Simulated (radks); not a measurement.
The nitrogen anion N3-, [Ne], held by a Watson sphere: a shell of charge +4.04 at radius R that stands for the Madelung well of a crystal (potential energy -4.04/R inside, -4.04/r outside, in hartree with lengths in bohr). Calculated with a radial shooting solver on a logarithmic mesh with Libxc functionals: scalar-relativistic Kohn-Sham, LDA (Slater exchange, Perdew-Wang correlation), spin-unpolarised, spherical densities, finite nucleus; Fermi nuclear charge, rms radius of each element as measured or else 0.836 A^(1/3) + 0.57 fm. Response by self-consistent Sternheimer equations with the Hartree and adiabatic LDA kernel, the relativistic mass of each level held fixed and spin-orbit coupling left out. The sphere does not respond.

R (bohr) = 1.76: e(1s) (eV) -384.41; e(2s) (eV) -31.813; e(2p) (eV) -20.302; <r> 2p (bohr) 1.537; sum of <r^2> (bohr^2) 22.38; X-ray form factor at sin(theta)/lambda = 0.2 1/angstrom 5.687; alpha (bohr^3) 9.185
R (bohr) = 1.84: e(1s) (eV) -384.32; e(2s) (eV) -30.962; e(2p) (eV) -19.618; <r> 2p (bohr) 1.572; sum of <r^2> (bohr^2) 23.35; X-ray form factor at sin(theta)/lambda = 0.2 1/angstrom 5.585; alpha (bohr^3) 10.15
R (bohr) = 1.92: e(1s) (eV) -384.22; e(2s) (eV) -30.150; e(2p) (eV) -18.963; <r> 2p (bohr) 1.606; sum of <r^2> (bohr^2) 24.32; X-ray form factor at sin(theta)/lambda = 0.2 1/angstrom 5.488; alpha (bohr^3) 11.19
R (bohr) = 2.15: e(1s) (eV) -383.91; e(2s) (eV) -28.032; e(2p) (eV) -17.240; <r> 2p (bohr) 1.700; sum of <r^2> (bohr^2) 27.15; X-ray form factor at sin(theta)/lambda = 0.2 1/angstrom 5.243; alpha (bohr^3) 14.72
R (bohr) = 3.05: e(1s) (eV) -382.38; e(2s) (eV) -22.284; e(2p) (eV) -12.308; <r> 2p (bohr) 2.049; sum of <r^2> (bohr^2) 38.92; X-ray form factor at sin(theta)/lambda = 0.2 1/angstrom 4.670; alpha (bohr^3) 39.71
R (bohr) = 3.08: e(1s) (eV) -382.33; e(2s) (eV) -22.148; e(2p) (eV) -12.184; <r> 2p (bohr) 2.060; sum of <r^2> (bohr^2) 39.34; X-ray form factor at sin(theta)/lambda = 0.2 1/angstrom 4.659; alpha (bohr^3) 40.96
R (bohr) = 3.12: e(1s) (eV) -382.26; e(2s) (eV) -21.971; e(2p) (eV) -12.021; <r> 2p (bohr) 2.075; sum of <r^2> (bohr^2) 39.90; X-ray form factor at sin(theta)/lambda = 0.2 1/angstrom 4.646; alpha (bohr^3) 42.69
